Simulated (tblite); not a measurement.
Run record: tight-binding relaxation, `C#CCN(C)C(=C)[SiH2]N`.

Computed with GFN2-xTB geometry optimisation, gas phase (tblite 0.8.0). Start geometry: from a force field or distance geometry. The input is one job of a driver script: a line of settings, then coordinates in Å.

Command:
```bash
OMP_NUM_THREADS=1 python probes_run.py task.json out
```

Input:
```
{"job": {"kind": "relax", "xc": "GFN2-xTB", "basis": "xTB"}, "charge": 0, "multiplicity": 1}
C     -2.881000     1.686300    -0.974000
C     -2.346200     0.620600    -0.867600
C     -1.659000    -0.665400    -0.705300
N     -0.701300    -0.514100     0.351800
C     -1.172000    -0.352000     1.742100
C      0.686500    -0.529500     0.155100
C      1.441600    -1.421100     0.798900
Si     1.582200     0.634600    -0.957000
N      2.918100     1.325900     0.027100
H     -3.374900     2.652400    -1.062400
H     -2.438200    -1.391500    -0.332500
H     -1.194500    -1.000500    -1.644100
H     -1.335900    -1.393300     2.123200
H     -2.095700     0.234100     1.751000
H     -0.351600     0.094100     2.345900
H      2.515500    -1.459400     0.684300
H      0.927400    -2.116500     1.477000
H      0.681000     1.659600    -1.500500
H      2.155500    -0.213300    -2.020300
H      3.861100     1.002300    -0.298300
H      2.772300     1.163600     1.059900
```

Task: Give the output.

Result: 
```
step      E/eV     max force
  0    -718.78599    1.740
  1    -719.00889    2.048
  2    -718.99080    5.964
  3    -719.16237    0.748
  4    -719.19246    0.444
  5    -719.23022    0.338
  6    -719.24448    0.404
  7    -719.26696    0.386
  8    -719.28387    0.316
  9    -719.29890    0.250
... (123 lines left out)
133    -719.64010    0.015
134    -719.64015    0.014
135    -719.64020    0.014
136    -719.64025    0.017
137    -719.64033    0.018
138    -719.64042    0.017
139    -719.64048    0.017
140    -719.64051    0.015
141    -719.64055    0.010
142    -719.64058    0.010
```

«max force» is the largest atomic force in eV/Å.

Task: From which step on does the largest force stay under 0.1 eV/Å, and how much energy is left to gain from there?

Result: From step 112 (0.044 eV/Å), 9.0 meV above the end.

In short: energy lowered by 19.7 kcal/mol over 142 steps; largest atomic force 0.010 eV/Å at the end.

Task: Where do the atoms end?

Result: 0.666 Å rms from the input after alignment:
```
atom  x, y, z in Å
C1    -3.0293    1.8038   -0.7368
C2    -2.3182    0.8426   -0.7875
C3    -1.4436   -0.3209   -0.7716
N4    -0.6825   -0.3787    0.4557
C5    -1.4274   -0.8593    1.5916
C6     0.6978   -0.4316    0.4453
C7     1.4077   -0.9795    1.4398
Si8    1.5951    0.4504   -0.9710
N9     3.2285    0.6596   -0.4674
H10   -3.6504    2.6492   -0.7188
H11   -2.0600   -1.2285   -0.8811
H12   -0.7702   -0.2708   -1.6288
H13   -1.4464   -1.9567    1.6496
H14   -2.4513   -0.4919    1.5186
H15   -0.9890   -0.4688    2.5098
H16    2.4807   -0.9416    1.4147
H17    0.9734   -1.4781    2.2899
H18    0.8758    1.6986   -1.2901
H19    1.7043   -0.3705   -2.1861
H20    3.8928    0.9942   -1.1452
H21    3.4030    1.0955    0.4236
```

The run took 4.5 s wall on Intel Xeon at 2.50 GHz, one thread, no GPU, on a shared host.
Labels such as C1 count atoms from 1, the log's own numbers from 0.
